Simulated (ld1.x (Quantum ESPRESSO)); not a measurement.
## silver (Ag): variants of one TM potential

Base potential:

| Item | Value |
| --- | --- |
| Element | Ag |
| Generator | ld1.x (Quantum ESPRESSO) 7.5 |
| Type | norm-conserving Troullier–Martins (Kleinman–Bylander form) |
| Functional | Wu–Cohen |
| Relativity | scalar-relativistic |
| Frozen core | [Ar] 3d10 |
| Valence charge | 19 |
| Reference configuration | 4s2 4p6 4d10 5s0 5p0 (charge +1) |
| Partial waves | 4s (bound): rc 1.30 bohr; 4d (bound): rc 1.85 bohr; 4p (bound): rc 1.50 bohr |
| Local potential | the p channel |
| Core correction | Bessel-smoothed model core inside 1.25 bohr |

Cutoffs, loose and tight: the cutoffs (Ry, on a coarse ladder) from which the occupation-weighted sum of valence levels, in a spherical-Bessel basis at the reference potential, stays within 10 and 1 mRy of its value at 400 Ry. They do not see the model core or the augmentation charge, which bear on the density cutoff. Test errors are all-electron minus pseudo excitation energies from the reference, over the configurations 4s2 4p6 4d10 5s1 5p0; 4s2 4p6 4d9 5s0 5p0; 4s2 4p6 4d8 5s0 5p0; 4s2 4p5 4d10 5s1 5p0; 4s1 4p6 4d10 5s1 5p0; 4s2 4p6 4d10 5s0.5 5p0; 4s2 4p6 4d9 5s2 5p0. A dash means not determined; rows that change the core or the reference have their own tests.

On the changes marked as counting shells twice: ld1.x takes every shell without a wave as core, so the model core holds the marked electrons as well and exchange and correlation see them twice. This cancels in the reference configuration, but the file is broken for other ones, and its errors say nothing about a proper core correction.

| change | outcome | cutoff, loose | cutoff, tight | bound ghosts | largest test error (meV) |
| --- | --- | --- | --- | --- | --- |
| base | generated | 90 Ry | 140 Ry | none | +1062 |
| functional PBEsol | generated | 90 Ry | 140 Ry | none | +1053 |
| all radii but the core radius scaled by about 0.76 (s 0.98, p 1.14, d 1.40 bohr) | generated | 160 Ry | 260 Ry | none | +144 |
| wave 4s (bound): rc 1.30 bohr becomes 4s (bound): rc 1.24 bohr | generated | 100 Ry | 160 Ry | none | +855 |
| wave 4d (bound): rc 1.85 bohr becomes 4d (bound): rc 2.56 bohr | generated | 90 Ry | 120 Ry | none | +1136 |
| reference 4s2 4p6 4d10 5s1 5p0 (5s counted twice) | generated, misses its reference levels by 0.43 eV | 90 Ry | 140 Ry | none | -2099 |
| type RRKJ; rho0 0.02 | generated | 70 Ry | 80 Ry | none | +580 |
| core correction Bessel-smoothed model core inside 0.78 bohr | generated | 90 Ry | 140 Ry | none | +1056 |
| wave 4p (bound): rc 1.50 bohr becomes 4p (bound): rc 1.88 bohr | generated | 90 Ry | 140 Ry | none | +1242 |

(1) What comes out with this change to the base: type PAW; waves now 4s (bound): rcut 1.20, rcutus 1.30 bohr; 5s (bound): rcut 1.20, rcutus 1.30 bohr; 4p (bound): rcut 1.35, rcutus 1.50 bohr; 5p (bound): rcut 1.35, rcutus 1.50 bohr; 4d (bound): rcut 1.60, rcutus 1.85 bohr; 4d channel at -0.45 Ry: rcut 1.60, rcutus 1.85 bohr; local potential all-electron potential smoothed inside 1.20 bohr (lloc = -1); augmentation PSQ, inside the norm-conserving radii?

(2) What comes out with this change to the base: wave 4p (bound): rc 1.50 bohr becomes 4p (bound): rc 1.00 bohr?

(3) What comes out with this change to the base: local potential the d channel?

Results:

(1) outcome: generated; cutoff, loose: 45 Ry; cutoff, tight: 80 Ry; bound ghosts: none; largest test error (meV): -37.

(2) outcome: generated; cutoff, loose: 160 Ry; cutoff, tight: 200 Ry; bound ghosts: none; largest test error (meV): +717.

(3) outcome: generated; cutoff, loose: 90 Ry; cutoff, tight: 140 Ry; bound ghosts: none; largest test error (meV): +788.
